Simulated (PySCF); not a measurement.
Cl5Sb, charge +1, doublet, at a GFN2-xTB geometry (a state made from the parent by changing its charge; the spin is typed, not shown lowest) (all electrons, no relativity); HF/STO-3G (PySCF).

The PySCF input:
```python
from pyscf import gto, scf

mol = gto.Mole()
mol.atom = '''
    Sb    0.000000    0.000000   -0.000000
    Cl    1.957353   -0.361056   -1.227750
    Cl    1.038877   -1.045853    1.963804
    Cl   -1.038877    1.045853   -1.963804
    Cl   -1.681609   -1.624984    0.024183
    Cl   -0.275745    1.986040    1.203567
'''
mol.basis = 'sto-3g'
mol.charge = 1
mol.spin = 1
mol.verbose = 4
mol.build()

mf = scf.UHF(mol)
mf.kernel()
mf.analyze()
```

Output, abridged:

```
PySCF version 2.14.0

[INPUT] verbose = 4
[INPUT] num. atoms = 6
[INPUT] num. electrons = 135
[INPUT] charge = 1
[INPUT] spin (= nelec alpha-beta = 2S) = 1
[INPUT] symmetry False subgroup None
[INPUT] Mole.unit = angstrom
[INPUT] Symbol           X                Y                Z      unit          X                Y                Z       unit  Magmom
[...]
nuclear repulsion = 1377.25161119369
number of shells = 36
number of NR pGTOs = 216
number of NR cGTOs = 72
basis = sto-3g
ecp = {}

******** <class 'pyscf.scf.uhf.UHF'> ********
method = UHF
initial guess = minao
damping factor = 0
level_shift factor = 0
DIIS = <class 'pyscf.scf.diis.CDIIS'>
diis_start_cycle = 1
diis_space = 8
diis_damp = 0
SCF conv_tol = 1e-09
SCF conv_tol_grad = None
SCF max_cycles = 50
direct_scf = True
direct_scf_tol = 1e-13
number electrons alpha = 68  beta = 67
Set gradient conv threshold to 3.16228e-05
init E= -8504.43810720136

cycle= 1 E= -8523.97920467178  delta_E= -19.5  |g|= 0.188  |ddm|= 2.57
cycle= 2 E= -8524.01668422472  delta_E= -0.0375  |g|= 0.0445  |ddm|= 0.518
cycle= 3 E= -8524.02284240427  delta_E= -0.00616  |g|= 0.0269  |ddm|= 0.186
cycle= 4 E= -8524.02764841326  delta_E= -0.00481  |g|= 0.0215  |ddm|= 0.185
cycle= 5 E= -8524.03233287322  delta_E= -0.00468  |g|= 0.00928  |ddm|= 0.277
cycle= 6 E= -8524.03294609324  delta_E= -0.000613  |g|= 0.00558  |ddm|= 0.0779
cycle= 7 E= -8524.03315099468  delta_E= -0.000205  |g|= 0.00188  |ddm|= 0.0683
cycle= 8 E= -8524.03317390041  delta_E= -2.29e-05  |g|= 0.00137  |ddm|= 0.0163
cycle= 9 E= -8524.03318703128  delta_E= -1.31e-05  |g|= 0.00107  |ddm|= 0.0133
cycle= 10 E= -8524.03319728997  delta_E= -1.03e-05  |g|= 0.000611  |ddm|= 0.0189
cycle= 11 E= -8524.03319902065  delta_E= -1.73e-06  |g|= 0.00044  |ddm|= 0.00846
cycle= 12 E= -8524.03320024826  delta_E= -1.23e-06  |g|= 0.000217  |ddm|= 0.0047
cycle= 13 E= -8524.03320074349  delta_E= -4.95e-07  |g|= 0.000175  |ddm|= 0.00355
cycle= 14 E= -8524.03320064403  delta_E= 9.95e-08  |g|= 0.000121  |ddm|= 0.00078
cycle= 15 E= -8524.03320064947  delta_E= -5.44e-09  |g|= 3.48e-05  |ddm|= 0.00167
cycle= 16 E= -8524.03320065684  delta_E= -7.37e-09  |g|= 1.52e-05  |ddm|= 0.000574
cycle= 17 E= -8524.03320065807  delta_E= -1.24e-09  |g|= 9.29e-06  |ddm|= 0.000159
cycle= 18 E= -8524.03320065865  delta_E= -5.75e-10  |g|= 3.27e-06  |ddm|= 0.000117
Extra cycle  E= -8524.03320065871  delta_E= -6.37e-11  |g|= 2.79e-06  |ddm|= 1.54e-05
converged SCF energy = -8524.03320065871  <S^2> = 0.76361081  2S+1 = 2.0135648
**** SCF Summaries ****
Total Energy =                       -8524.033200658712303
Nuclear Repulsion Energy =            1377.251611193690678
One-electron Energy =               -14488.243925313096042
Two-electron Energy =                 4586.959113460692606
Two-electron Coulomb Energy =         4888.806979841102475
DFT Exchange-Correlation Energy =     -301.847866380409869
**** MO energy ****
                             alpha | beta                alpha | beta
[...]
To work with the spin densities directly, `use mulliken_meta_spin()` only printing them here.

 ** Mulliken spin pop alpha/beta on meta-lowdin orthogonal AOs **
 ** Mulliken Spin Density (per AO)  **
spin_pop of  0 Sb 1s        0.00000
spin_pop of  0 Sb 2s        0.00000
spin_pop of  0 Sb 3s        0.00000
spin_pop of  0 Sb 4s       -0.00000
spin_pop of  0 Sb 5s        0.00199
spin_pop of  0 Sb 2px      -0.00000
spin_pop of  0 Sb 2py      -0.00000
spin_pop of  0 Sb 2pz      -0.00000
spin_pop of  0 Sb 3px       0.00000
spin_pop of  0 Sb 3py       0.00000
spin_pop of  0 Sb 3pz       0.00000
spin_pop of  0 Sb 4px      -0.00000
spin_pop of  0 Sb 4py      -0.00000
spin_pop of  0 Sb 4pz      -0.00001
spin_pop of  0 Sb 5px      -0.00417
spin_pop of  0 Sb 5py      -0.00299
spin_pop of  0 Sb 5pz      -0.01369
spin_pop of  0 Sb 3dxy     -0.00000
spin_pop of  0 Sb 3dyz     -0.00000
spin_pop of  0 Sb 3dz^2    -0.00000
spin_pop of  0 Sb 3dxz      0.00000
spin_pop of  0 Sb 3dx2-y2    0.00000
spin_pop of  0 Sb 4dxy     -0.00004
spin_pop of  0 Sb 4dyz      0.00000
spin_pop of  0 Sb 4dz^2    -0.00001
spin_pop of  0 Sb 4dxz      0.00001
spin_pop of  0 Sb 4dx2-y2    0.00002
spin_pop of  1 Cl 1s        0.00000
spin_pop of  1 Cl 2s       -0.00000
spin_pop of  1 Cl 3s        0.00019
spin_pop of  1 Cl 2px      -0.00000
spin_pop of  1 Cl 2py      -0.00000
spin_pop of  1 Cl 2pz      -0.00000
spin_pop of  1 Cl 3px      -0.01096
spin_pop of  1 Cl 3py      -0.00066
spin_pop of  1 Cl 3pz      -0.00383
spin_pop of  2 Cl 1s        0.00000
spin_pop of  2 Cl 2s       -0.00000
spin_pop of  2 Cl 3s        0.00203
spin_pop of  2 Cl 2px       0.00001
spin_pop of  2 Cl 2py       0.00001
spin_pop of  2 Cl 2pz       0.00000
spin_pop of  2 Cl 3px       0.29310
spin_pop of  2 Cl 3py       0.22001
spin_pop of  2 Cl 3pz       0.01848
spin_pop of  3 Cl 1s        0.00000
spin_pop of  3 Cl 2s       -0.00000
spin_pop of  3 Cl 3s        0.00203
spin_pop of  3 Cl 2px       0.00001
spin_pop of  3 Cl 2py       0.00001
spin_pop of  3 Cl 2pz       0.00000
spin_pop of  3 Cl 3px       0.28867
spin_pop of  3 Cl 3py       0.22399
spin_pop of  3 Cl 3pz       0.01891
spin_pop of  4 Cl 1s       -0.00000
spin_pop of  4 Cl 2s       -0.00000
spin_pop of  4 Cl 3s        0.00012
spin_pop of  4 Cl 2px      -0.00000
spin_pop of  4 Cl 2py      -0.00000
spin_pop of  4 Cl 2pz       0.00000
spin_pop of  4 Cl 3px      -0.01454
spin_pop of  4 Cl 3py      -0.01390
spin_pop of  4 Cl 3pz       0.01003
spin_pop of  5 Cl 1s        0.00000
spin_pop of  5 Cl 2s       -0.00000
spin_pop of  5 Cl 3s        0.00019
spin_pop of  5 Cl 2px      -0.00000
spin_pop of  5 Cl 2py      -0.00000
spin_pop of  5 Cl 2pz      -0.00000
spin_pop of  5 Cl 3px      -0.00057
spin_pop of  5 Cl 3py      -0.01037
spin_pop of  5 Cl 3pz      -0.00405
 ** Mulliken Spin Density (per atom)  **
spin density of  0 Sb =     -0.01891
spin density of  1 Cl =     -0.01526
spin density of  2 Cl =      0.53364
spin density of  3 Cl =      0.53363
spin density of  4 Cl =     -0.01829
spin density of  5 Cl =     -0.01480
 ** Mulliken pop alpha/beta on meta-lowdin orthogonal AOs **
 ** Mulliken pop       alpha | beta **
In total            68.00000 | 67.00000
 ** Mulliken atomic charges   ( Nelec_alpha | Nelec_beta ) **
charge of  0Sb =      1.38938  (    24.79586     24.81476 )
charge of  1Cl =     -0.13287  (     8.55881      8.57407 )
charge of  2Cl =      0.00553  (     8.76405      8.23042 )
charge of  3Cl =      0.00552  (     8.76405      8.23043 )
charge of  4Cl =     -0.13507  (     8.55839      8.57668 )
charge of  5Cl =     -0.13248  (     8.55884      8.57364 )

WARN: System has nonzero charge 1; the dipole moment is origin-dependent.
Location of origin: [0. 0. 0.]

Dipole moment(X, Y, Z, Debye): -0.00554, -0.00717, -0.00074
```
